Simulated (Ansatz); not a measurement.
Ideal-gas functions of `O/C=N/[SiH3]` at 600 K and 1 bar, from an Ansatz frequency run at PBE0-D4/def2-TZVP.

Molar mass 75.14 g/mol, point group Cs (symmetry number 1), electronic degeneracy 1, moments of inertia 13.238, 192.579, 199.934 u Å². Harmonic wavenumbers (cm⁻¹, unscaled): 148, 177, 192, 491, 682, 699, 713, 849, 943, 953, 954, 1033, 1193, 1328, 1405, 1773, 2182, 2235, 2238, 3077, 3761.

Use S(trans) = R[1.5 ln M + 2.5 ln T − 1.1517]; rotational temperatures θ = 24.2544 K / I; S(rot) = R[ln(√π/σ · √(T³/θAθBθC)) + 1.5]; for each mode x = 1.438777 ν̃/T, S = R[x/(eˣ − 1) − ln(1 − e⁻ˣ)] and H = RT x/(eˣ − 1); 1 cm⁻¹ = 0.0119627 kJ/mol; R = 8.31446 J/(mol·K).

Question: By hand: the entropy, in J/(mol·K).

Answer: Translation 177.3. Rotation: θ = 1.8322, 0.1259, 0.1213 K, giving 111.9. Vibration, mode by mode: 16.97, 15.50, 14.84, 7.42, 5.09, 4.93, 4.80, 3.71, 3.10, 3.04, 3.04, 2.62, 1.93, 1.50, 1.29, 0.63, 0.28, 0.25, 0.25, 0.04, 0.01, in all 91.2. Electronic 0.0. Sum 380.4 J/(mol·K).

Question: By hand: H − E and G − E in kJ/mol, counted from the electronic energy.

Answer: Zero-point energy ½ × 27026 × 0.0119627 = 161.7; thermal vibration 29.9; translation, rotation and pV give 4 RT = 20.0. H − E = 211.6 kJ/mol, and G − E = 211.6 − 600 × 380.4/1000 = -16.6 kJ/mol.

Vibration gives 24 % of the entropy, 17.0 J/(mol·K) of it from the mode under 150 cm⁻¹: soft modes count most, and the harmonic formula is weakest for them. The sum counts one conformer and one mirror image; others add a mixing term.
